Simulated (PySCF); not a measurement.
**Two-photon absorption: SMILES CC(=O)CC(C)(C)C, C7H14O**

Cartesian coordinates in Å; atom numbers follow the order of the lines, from 1:
```xyz
22

C     2.844   -0.006   -0.377
C     1.480   -0.387   -0.895
O     1.263   -1.487   -1.349
C     0.398    0.674   -0.822
C    -0.724    0.369    0.202
C    -0.119    0.069    1.576
C    -1.616    1.607    0.301
C    -1.560   -0.825   -0.265
H     3.261    0.805   -0.996
H     3.515   -0.874   -0.406
H     2.770    0.387    0.649
H    -0.054    0.752   -1.825
H     0.846    1.651   -0.582
H    -0.915   -0.075    2.324
H     0.518    0.898    1.926
H     0.487   -0.850    1.561
H    -1.056    2.477    0.680
H    -2.034    1.875   -0.682
H    -2.459    1.425    0.986
H    -2.069   -0.597   -1.215
H    -0.935   -1.713   -0.430
H    -2.332   -1.067    0.482
```

Method: TDDFT CAM-B3LYP/aug-cc-pVDZ excited states, vertical, gas phase in PySCF. Geometry: PBE0-D3(BJ)/def2-SVP.

(1) Give the one- and two-photon strengths of the lowest singlets.

Results:

(1) δ for parallel linear polarisation; σ at the peak of a Lorentzian of half width 0.1 eV, single beam; Ω is circular over linear.
| state | E (eV) | f | photon λ (nm) | δ (au) | σ (GM) | Ω | main |
| --- | --- | --- | --- | --- | --- | --- | --- |
| S1 | 4.34 | 0.000 | 572 | 1.1 | 0.01 | 0.42 | HOMO→LUMO+1 0.47, HOMO→LUMO+4 0.35 |
| S2 | 6.42 | 0.034 | 386 | 39.6 | 0.60 | 0.36 | HOMO→LUMO 0.74 |
| S3 | 7.18 | 0.005 | 346 | 320 | 6.05 | 0.34 | HOMO→LUMO+1 0.25, HOMO→LUMO+2 0.22 |
| S4 | 7.21 | 0.001 | 344 | 341 | 6.49 | 0.42 | HOMO→LUMO+2 0.51, HOMO→LUMO+1 0.17 |
| S5 | 7.25 | 0.004 | 342 | 107 | 2.06 | 1.41 | HOMO→LUMO+3 0.58, HOMO→LUMO+9 0.10 |
| S6 | 7.77 | 0.019 | 319 | 33.2 | 0.74 | 1.30 | HOMO→LUMO+6 0.51, HOMO→LUMO+8 0.16 |

Among these, the strongest one-photon state is S2, the strongest two-photon state S4, with a dipole change of 4.1 D (relaxed, norm of the difference vector).
